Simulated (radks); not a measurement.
Task: Numerical settings for neutral praseodymium, [Xe] 4f3 6s2. All-electron calculation, non-relativistic Kohn-Sham, PBE, spin-polarised, spherical densities, point nucleus; open shells are filled with parallel spins first (spin-orbit coupling, left out, can overturn this in heavy ions); relativity is left out, which matters for an element this heavy. Program: a radial shooting solver on a logarithmic mesh with Libxc functionals. The defaults (mesh step 0.008 in ln r, mesh end at 40 bohr or more with all orbitals vanishing there, Anderson mixing 0.5 over 9 steps, residual threshold near 1e-9 with the energy settled to 1e-9 hartree or 1e-11 of itself, here a cap of 94 iterations) give E = -8923.6845 hartree and 6s at -3.217 eV in 14 iterations. Run on one thread of a shared host, so times are rough (Arm Neoverse N1): 0.3 s of CPU time, 0.3 s wall, 14 iterations on 2728 mesh points. One setting is changed at a time: mesh step in ln r 0.2; mesh step in ln r 0.05; mesh step in ln r 0.08; mesh end (bohr) 20; mesh end (bohr) 400; residual threshold 0.01; residual threshold 1e-16; mixing 1.5; linear mixing, mixing 0.2; linear mixing, mixing 0.8; mixing history 3; iteration cap 2. Which runs fail to converge, and which converge to a wrong energy?

Result: Not converged within the cap: mesh step in ln r 0.2; mesh step in ln r 0.08; residual threshold 1e-16; linear mixing, mixing 0.8; iteration cap 2. No run marked as converged misses the energy by more than 1 mhartree.
